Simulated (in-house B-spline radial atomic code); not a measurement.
## Ionising Cr IX (Cr8+) with different functionals

Computed with an all-electron radial atomic-structure program (B-spline basis): four-component Dirac-Coulomb Hamiltonian, Fermi nucleus of rms radius 3.6452 fm, spin-restricted, spherical fractional occupations for the functionals. The ionisation energy is the difference of two self-consistent energies, [Ne] 3s2 3p4 → [Ne] 3s2 3p3, without Breit or QED terms; ε is the level of the shell that loses the electron (mean over j). The electron is taken from both j subshells in proportion to 2j + 1, so the result is a j average, not the step between ground levels.

Hybrids are left out here: with spherical fractional occupations of an open shell their exact exchange keeps a self-interaction that integer-occupation calculations don't have.

| method | rung | ΔSCF (eV) | -ε(3p) (eV) |
| --- | --- | --- | --- |
| LDA VWN5 | LDA | 212.85 | 199.51 |
| relativistic LDA | LDA | 212.79 | 199.46 |
| LDA PW92 | LDA | 212.84 | 199.50 |
| LDA exchange-only | LDA | 210.81 | 197.47 |
| PBE | GGA | 212.84 | 199.53 |
| PBEsol | GGA | 212.71 | 199.38 |
| BLYP | GGA | ? | ? |
| RPBE | GGA | 212.82 | 199.52 |
| PW91 | GGA | ? | ? |
| BP86 | GGA | 212.97 | 199.64 |
| AM05 | GGA | 212.68 | 199.36 |
| OLYP | GGA | 213.31 | 200.01 |

Task: What does PW91 give?

Result: ΔSCF 213.00 eV, and -ε(3p) = 199.68 eV.

Task: What does BLYP give?

Result: ΔSCF 212.73 eV, and -ε(3p) = 199.40 eV.

Task: How do they compare with the NIST value?

Result: NIST lists 209.5 eV ± 0.3 (semi-empirical, ground level to ground level). Errors run from +1.31 to +3.81 eV. The correlated functionals all miss on the same side by more than they spread, so the cause is common to them (Breit-QED terms, spin polarisation, the choice among j levels, multiplet and fine-structure energies, or a listed next ion that isn't the cheapest removal here) and closeness doesn't rank the functionals.
